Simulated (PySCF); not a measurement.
## Electronic structure of Ti³⁺ (titanium, charge +3) at the LDA level

Configuration: [Ar] 3d1, 2D determinant. Computed with PySCF 2.14 in cc-pVTZ-DK (7s6p4d2f1g, 68 functions), with the spin-free X2C one-electron Hamiltonian (Gaussian nucleus).

```
Total energy                                                  : -849.806 hartree
One-electron energy                                           : -1142.756 hartree
Hartree (Coulomb) energy                                      : 332.268 hartree
Exchange-correlation energy                                   : -39.318 hartree
⟨S²⟩                                                          : 0.7502
⟨L²⟩                                                          : 6.004
Sum of ⟨r⟩                                                    : 12.12 bohr
Sum of ⟨r²⟩                                                   : 12.97 bohr²
Traceless quadrupole moment −½Σ⟨3z² − r²⟩ along its main axis : 0.510 e·bohr²
Langevin diamagnetic susceptibility                           : -10.3 ×10⁻⁶ cm³/mol
Time after the integrals                                      : 0.78 s of wall time on 1 thread of Neoverse-V1 (shared host)
```

```csv
shell,electrons,mean orbital energy (hartree),spread (hartree),"rms radius, mean of both spins (bohr)"
1s α,1,-179.55326,0,0.0805
1s β,1,-179.55302,0,0.0805
2s α,1,-20.93366,0,0.354
2s β,1,-20.91955,0,0.354
2p α,3,-17.57288,0.01732,0.322
2p β,3,-17.56165,0.02689,0.322
3s α,1,-3.49966,0,1.07
3s β,1,-3.46303,0,1.07
3p α,3,-2.62317,0.02262,1.14
3p β,3,-2.58690,0.05523,1.14
3d α,1,-1.30129,0,1.40
```

Densities and radii are taken from the X2C orbitals without a picture-change correction, which distorts them close to the nucleus.
